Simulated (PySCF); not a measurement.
Atomic charges against the basis set

Species: C2H6BFO.
Cartesian coordinates in Å at the PBE0-D3(BJ)/def2-SVP level; atoms count from 1:
```xyz
11
C2H6BFO angstrom
C     -1.4015    1.0132   -0.4621
O     -0.1992    0.7509    0.1873
C      0.3485   -0.4904   -0.1341
B      1.6905   -0.7568    0.6285
F      2.3339   -1.8846    0.3663
H     -1.2873    1.0122   -1.5654
H     -1.7490    2.0076   -0.1484
H     -2.1837    0.2697   -0.2054
H      0.5333   -0.5970   -1.2286
H     -0.3479   -1.3287    0.1090
H      2.1746   -0.0117    1.4482
```

PBE0 throughout (PySCF), one geometry, spherical d and f functions. One conformer (not necessarily the lowest) at the PBE0-D3(BJ)/def2-SVP geometry, without solvent, vibrations or thermal averaging. Atoms taken as equivalent share a column and are averaged. The first 7 of 8 kinds of atom are listed.

Mulliken charges (e):

```tsv
basis	functions	C1	O2	C3	B4	F5	H6/H7/H8	H9/H10
STO-3G	31	-0.127	-0.213	-0.154	+0.275	-0.091	+0.075	+0.067
6-31G	57	-0.226	-0.526	-0.284	+0.548	-0.302	+0.162	+0.170
pcSseg-0	57	-0.296	-0.678	-0.472	+0.671	-0.314	+0.215	+0.229
6-31G*	82	-0.257	-0.466	-0.247	+0.442	-0.249	+0.162	+0.163
cc-pVDZ	100	+0.061	-0.321	+0.040	+0.207	-0.094	+0.033	+0.038
def2-SVP	100	+0.113	-0.405	+0.089	+0.192	-0.105	+0.032	+0.040
aug-cc-pVDZ	169	+0.742	-0.537	+0.776	-0.025	-0.411	-0.160	-0.278
6-311+G(2d,p)	171	-0.229	-0.290	-0.343	+0.420	-0.296	+0.136	+0.149
def2-TZVP	191	-0.212	-0.263	-0.127	+0.259	-0.233	+0.115	+0.113
cc-pVTZ	234	-0.098	-0.248	-0.010	+0.243	-0.188	+0.072	+0.062
IGLO-III	235	-0.216	-0.267	-0.235	+0.555	-0.348	+0.117	+0.108
```

IAO charges (e):

| basis | functions | C1 | O2 | C3 | B4 | F5 | H6/H7/H8 | H9/H10 |
| --- | --- | --- | --- | --- | --- | --- | --- | --- |
| STO-3G | 31 | -0.260 | -0.212 | -0.279 | +0.285 | -0.134 | +0.122 | +0.121 |
| 6-31G | 57 | -0.234 | -0.349 | -0.259 | +0.426 | -0.290 | +0.139 | +0.141 |
| pcSseg-0 | 57 | -0.215 | -0.351 | -0.248 | +0.414 | -0.275 | +0.133 | +0.138 |
| 6-31G* | 82 | -0.192 | -0.365 | -0.230 | +0.453 | -0.296 | +0.127 | +0.131 |
| cc-pVDZ | 100 | -0.192 | -0.364 | -0.229 | +0.442 | -0.293 | +0.126 | +0.132 |
| def2-SVP | 100 | -0.183 | -0.364 | -0.226 | +0.445 | -0.292 | +0.123 | +0.130 |
| aug-cc-pVDZ | 169 | -0.199 | -0.381 | -0.234 | +0.451 | -0.304 | +0.132 | +0.138 |
| 6-311+G(2d,p) | 171 | -0.201 | -0.383 | -0.237 | +0.456 | -0.306 | +0.133 | +0.139 |
| def2-TZVP | 191 | -0.198 | -0.381 | -0.235 | +0.459 | -0.308 | +0.132 | +0.137 |
| cc-pVTZ | 234 | -0.200 | -0.378 | -0.236 | +0.458 | -0.306 | +0.132 | +0.137 |
| IGLO-III | 235 | -0.201 | -0.382 | -0.237 | +0.458 | -0.308 | +0.133 | +0.139 |

Hirshfeld charges (e):

```
        basis  functions      C1      O2      C3      B4      F5  H6/H7/H8  H9/H10
       STO-3G         31  +0.032  -0.146  -0.015  +0.181  -0.026    +0.011  +0.008
        6-31G         57  -0.023  -0.166  -0.057  +0.232  -0.125    +0.037  +0.038
     pcSseg-0         57  -0.029  -0.142  -0.067  +0.234  -0.119    +0.036  +0.037
       6-31G*         82  -0.025  -0.152  -0.059  +0.231  -0.118    +0.035  +0.037
      cc-pVDZ        100  -0.038  -0.123  -0.076  +0.225  -0.111    +0.035  +0.037
     def2-SVP        100  -0.038  -0.133  -0.077  +0.234  -0.118    +0.037  +0.039
  aug-cc-pVDZ        169  -0.046  -0.144  -0.083  +0.242  -0.132    +0.042  +0.044
6-311+G(2d,p)        171  -0.039  -0.149  -0.078  +0.248  -0.140    +0.040  +0.043
    def2-TZVP        191  -0.043  -0.141  -0.080  +0.244  -0.134    +0.040  +0.043
      cc-pVTZ        234  -0.044  -0.135  -0.080  +0.241  -0.129    +0.040  +0.042
     IGLO-III        235  -0.047  -0.144  -0.083  +0.246  -0.135    +0.042  +0.044
```

Some averages cover members that differ in this geometry, most widely: H6/H7/H8, Mulliken in aug-cc-pVDZ -0.305 to -0.087; H6/H7/H8, Mulliken in cc-pVTZ +0.057 to +0.104; H6/H7/H8, IAO in 6-31G +0.124 to +0.167; H6/H7/H8, IAO in pcSseg-0 +0.119 to +0.160 e.

**Question.** Which scheme is steadiest as the basis changes?

**Answer.** Largest range over the bases for any column: Hirshfeld 0.11 e, IAO 0.17 e, Mulliken 1.25 e. Hirshfeld charges move least and Mulliken charges most, counted in e. Without the minimal STO-3G basis the ranges are Hirshfeld 0.04, IAO 0.05, Mulliken 1.25 e.

**Question.** How much do the charges still move between the two largest bases, cc-pVTZ and IGLO-III?

**Answer.** At most, over all atoms: Mulliken 0.312 e, IAO 0.004 e, Hirshfeld 0.008 e.

**Question.** What do the same runs give for the total energy, the frontier levels and the dipole moment?

**Answer.** 
| basis | energy (Eh) | HOMO (eV) | LUMO (eV) | μ (D) |
| --- | --- | --- | --- | --- |
| STO-3G | -275.7509 | -4.01 | 2.74 | 1.38 |
| 6-31G | -279.3687 | -7.35 | -0.44 | 1.96 |
| pcSseg-0 | -278.8087 | -7.40 | -0.57 | 2.06 |
| 6-31G* | -279.4459 | -7.33 | -0.19 | 1.57 |
| cc-pVDZ | -279.4657 | -7.41 | -0.45 | 1.55 |
| def2-SVP | -279.2453 | -7.48 | -0.49 | 1.65 |
| aug-cc-pVDZ | -279.4869 | -7.67 | -0.76 | 1.59 |
| 6-311+G(2d,p) | -279.5437 | -7.69 | -0.74 | 1.65 |
| def2-TZVP | -279.5693 | -7.66 | -0.65 | 1.59 |
| cc-pVTZ | -279.5587 | -7.62 | -0.60 | 1.57 |
| IGLO-III | -279.5760 | -7.67 | -0.71 | 1.60 |

The dipole is fixed by the density alone, so its range of 0.68 D shows that the density itself changes with the basis, not only its division among atoms.
